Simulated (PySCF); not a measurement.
Correlation energy of Ta⁺ (tantalum, charge +1)

[Xe] 4f14 5d2 6s2, high-spin 3F determinant (an excited configuration). Computed with PySCF 2.14 in aug-cc-pVDZ-PP with ECP60MDF, with scalar relativity through the core potential. Frozen: 5s2 5p6; 4 electrons correlated.

| level | correlation energy (mhartree) |
| --- | --- |
| CCSD | -58.76 |
| (T) | -2.93 |
| CCSD(T) | -61.69 |

Diagnostics: T1 = 0.013, D1 = 0.0293, largest double amplitude 0.099.

Task: Is a single reference adequate?

Result: Mostly. T1 lies below 0.03, but a double amplitude of this size points to a near-degeneracy that CCSD handles and MP2 describes poorly.
